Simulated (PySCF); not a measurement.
SMILES C[SiH2]C (C2H8Si) at its GFN2-xTB optimised geometry (Å):

```
11

C      1.6077    -0.6633     0.0000
Si    -0.2912    -0.6633     0.0000
C     -0.9204     1.1282     0.0000
H      1.9992    -1.6760    -0.0156
H      2.0056    -0.1723     0.8839
H      2.0051    -0.1455    -0.8687
H     -0.7833    -1.3579    -1.1979
H     -0.7842    -1.3591     1.1969
H     -2.0056     1.1620    -0.0195
H     -0.5923     1.6651     0.8859
H     -0.5604     1.6760    -0.8666
```

Method: CAM-B3LYP/def2-TZVP in PySCF. Cells within 0.4 Å of a nucleus heavier than hydrogen are left out (blank, or x).

Map of the HOMO amplitude (bohr^(-3/2)) on the plane z = 0.0 Å; orbital energy -10.09 eV, overall sign arbitrary:

```
|44444444444444444444444444444|
|44444444444444444444444444444|
|44444444444444444444444444444|
|44444444444444444444444444444|
|44444444444444444444444444444|
|44444444444444444444444444444|
|44444444444444444444444444444|
|44444444333334444444444444444|
|44444443332234444444444444444|
|44444433221134544444444444444|
|4444443212xxx6555444444444444|
|44444443234xx7655444444444444|
|44444444456998654444455554444|
|44444444557887654334455555444|
|44444445566787543223555555444|
|4444444555676x42100x666555544|
|444444455566xxx210xxx76555544|
|4444444555554x42101x876555544|
|44444444555544322235776555544|
|44444444454444333345776555544|
|44444444444444434445665555444|
|44444444444444444445555555444|
|44444444444444444445555554444|
|44444444444444444444555544444|
|44444444444444444444444444444|
|44444444444444444444444444444|
|44444444444444444444444444444|
|44444444444444444444444444444|
|44444444444444444444444444444|
```
Scale: ten equal steps from -0.214 (start of '0') to 0.230 (end of '9'), in the order '0123456789'; x runs from -4.50 to 4.50, y from -4.50 (bottom) to 4.50 (top).
